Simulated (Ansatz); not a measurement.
Consider the isomerisation: `CC(O)[SiH3]` → `CC[SiH2]O`.

Calculated with Ansatz (gas phase, PBE0-D4/def2-TZVP geometries, no zero-point term in ΔE). CCSD(T)/CBS is the MP2 limit (def2-TZVPP, def2-QZVPP) plus CCSD(T) − MP2 in def2-TZVPP, frozen cores. DFT in def2-TZVPP. Each species was taken in one conformer, which may not be the lowest.

```csv
species,r2SCAN0-D4 energy (Eh)
`CC(O)[SiH3]`,-445.66258
`CC[SiH2]O`,-445.73433
```

Work out ΔE.

ΔE = (-445.73433) − (-445.66258) = -0.07175 Eh = -188.4 kJ/mol. CCSD(T)/CBS gives -187.3 kJ/mol.

Largest T1 diagnostic among the species: 0.011.

At CCSD(T), def2-SVP lies +27.8 kJ/mol from the extrapolated value and def2-TZVPP +2.9 kJ/mol. Leaving LDA and LC-ωPBE aside and taking each functional with its dispersion term where it has one, the values, not all of them listed here, spread over 17.4 kJ/mol, from r2SCAN0-D4 to revPBE-D4.
